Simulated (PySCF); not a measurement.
A PySCF script (with the pyscf-properties extension) for the NMR shieldings of `N#CC[C@@H]1CCO[SiH2]1`, C5H9NOSi, on a GFN2-xTB geometry:

```python
import basis_set_exchange as bse
import numpy as np
from pyscf import gto, dft
from pyscf.prop import nmr

atoms = """
N     3.526661    0.186681    0.188619
C     2.508390   -0.315134    0.329013
C     1.210268   -0.922069    0.469337
C     0.250750   -0.400243   -0.610952
C     0.005965    1.105705   -0.466757
C    -1.124179    1.293656    0.546770
O    -2.076235    0.265797    0.377212
Si   -1.532219   -1.070036   -0.382465
H     1.325140   -2.006317    0.383820
H     0.826786   -0.695552    1.468281
H     0.693110   -0.609358   -1.586532
H     0.900998    1.647630   -0.157672
H    -0.321796    1.503763   -1.428709
H    -1.634267    2.251002    0.412968
H    -0.744434    1.248062    1.573831
H    -2.232882   -1.256442   -1.646166
H    -1.589054   -2.215113    0.519493
"""
names = dict.fromkeys(["N", "C", "O", "Si", "H"], "pcSseg-1")
basis = {el: gto.basis.parse(bse.get_basis(n, elements=[el], fmt="nwchem")) for el, n in names.items()}
mol = gto.M(atom=atoms, basis=basis, charge=0, verbose=0)
mf = dft.RKS(mol, xc="PBE0")
mf.grids.level = 2
mf.grids.alignment = dft.numint.BLKSIZE   # the property module wants whole blocks of grid points
mf.conv_tol = 1e-9
mf.kernel()

calc = nmr.RKS(mf)   # GIAO
C = mf.mo_coeff
Co = C[:, mf.mo_occ > 0]
resp = mf.gen_response(singlet=True, hermi=2)
def vind(x):   # induced exchange potential for any number of trial vectors
    d = np.einsum("pi,xij,qj->xpq", C, 2 * x.reshape(-1, C.shape[1], Co.shape[1]), Co, optimize=True)
    return np.einsum("xpq,pi,qj->xij", resp(d - d.transpose(0, 2, 1)), C, Co, optimize=True).ravel()
mo1, _ = nmr.rhf.solve_mo1(calc, with_cphf=vind)
sigma = calc.kernel(mo1)
for i, s in enumerate(sigma):   # ppm
    w = np.linalg.eigvalsh((s + s.T) / 2)
    print("%2d %-2s iso %8.1f  s11 %8.1f  s22 %8.1f  s33 %8.1f" % (i, mol.atom_pure_symbol(i), w.mean(), *w))
```

Problem. What are the results?

Solution. 
```
 0 N  iso    -30.1  s11   -202.7  s22   -190.5  s33    302.9
 1 C  iso     62.2  s11    -57.9  s22    -48.1  s33    292.5
 2 C  iso    169.0  s11    148.6  s22    174.5  s33    184.0
 3 C  iso    161.3  s11    147.9  s22    162.6  s33    173.3
 4 C  iso    153.1  s11    134.5  s22    161.8  s33    163.0
 5 C  iso    117.2  s11     72.8  s22    107.7  s33    171.1
 6 O  iso    309.6  s11    252.9  s22    293.4  s33    382.3
 7 Si iso    346.6  s11    294.2  s22    336.4  s33    409.3
 8 H  iso     29.4  s11     23.2  s22     28.7  s33     36.3
 9 H  iso     29.5  s11     24.6  s22     29.6  s33     34.4
10 H  iso     30.1  s11     25.1  s22     28.5  s33     36.6
11 H  iso     29.5  s11     24.8  s22     28.8  s33     35.0
12 H  iso     29.7  s11     24.6  s22     27.4  s33     37.1
13 H  iso     27.2  s11     22.1  s22     26.3  s33     33.3
14 H  iso     27.6  s11     23.0  s22     26.6  s33     33.2
15 H  iso     26.7  s11     22.9  s22     24.1  s33     33.1
16 H  iso     27.0  s11     23.8  s22     24.8  s33     32.3
```

These numbers come from an equivalent density-fitted implementation of the same equations, which agrees with the script to about 0.01 ppm for H and up to a few tenths of a ppm for heavy atoms, so last digits may differ.

Problem. Turn these shieldings into chemical shifts. Shifts are taken against calculated references (same method and geometry level): ¹⁵N (σ = 267.73 ppm) against NH3; TMS for ¹³C (σ = 186.93 ppm) and ²⁹Si (σ = 349.16 ppm) and ¹H (σ = 31.72 ppm); ¹⁷O (σ = 336.08 ppm) against H2O.

Solution. Averaging equivalent atoms: N 0: 297.8; C 1: 124.8; C 5: 69.7; C 4: 33.8; C 3: 25.6; C 2: 17.9; O 6: 26.5; Si 7: 2.5; H 15: 5.02; H 16: 4.75; H 13: 4.47; H 14: 4.08; H 8: 2.28; H 11: 2.21; H 9: 2.20; H 12: 2.03; H 10: 1.65 ppm. Experimental scales use liquid or dissolved standards, which lie at an offset from isolated NH3 (liquid NH3: subtract about 20 ppm) and H2O (liquid H2O: subtract about 36 ppm). Unscaled 15N shifts of sp2 nitrogen come out 20 to 40 ppm too high even then.

Size and cost of the density-fitted run: 188 basis functions, 60 s wall time on 1 thread of an Arm Neoverse N1, shared host; peak memory 0.84 GiB.
